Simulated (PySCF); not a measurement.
How methods differ on the ionisation energy of Bi

Bi [Xe] 4f14 5d10 6s2 6p3 (4S) → Bi⁺ [Xe] 4f14 5d10 6s2 6p2 (3P), as a difference of total energies. All numbers are calculated (PySCF 2.14, scalar relativity by spin-free X2C-1e, in aug-cc-pwCVTZ-DK3). The calculations carry no spin-orbit coupling.

```csv
method,ionisation energy (eV),difference from reference (eV)
UHF,8.212,+0.926
M06-L,8.223,+0.937
BLYP,8.349,+1.063
```

Reference: 7.286 eV (measured; NIST Atomic Spectra Database, ionization energies).

Spin-orbit coupling is strong in these open shells (close to jj coupling). The scalar numbers leave it out and a first-order estimate fails, so it can dominate the gap to the real levels.
